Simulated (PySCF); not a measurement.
**Correlation energy of Au²⁺ (gold, charge +2)**

[Xe] 4f14 5d8 6p1, one real determinant (an excited configuration). All numbers are calculated (PySCF 2.14, a scalar-relativistic core potential, in aug-cc-pwCVTZ-PP with ECP60MDF (8s8p7d4f3g, 122 functions)). Frozen: 5s2 5p6; 9 electrons correlated.

MP2 pair energies summed by pair of shells (mhartree):

```tsv
pair	energy	share (%)
5d-5d	-209.33	86.1
5d-6p	-33.83	13.9
```

Total MP2 correlation energy: -243.16 mhartree.

Same-spin part -90.89 and opposite-spin part -152.27 mhartree; SCS-MP2 scales them by 1/3 and 6/5 to -213.02 mhartree.

The reference is one real determinant that mixes LS terms of this configuration.
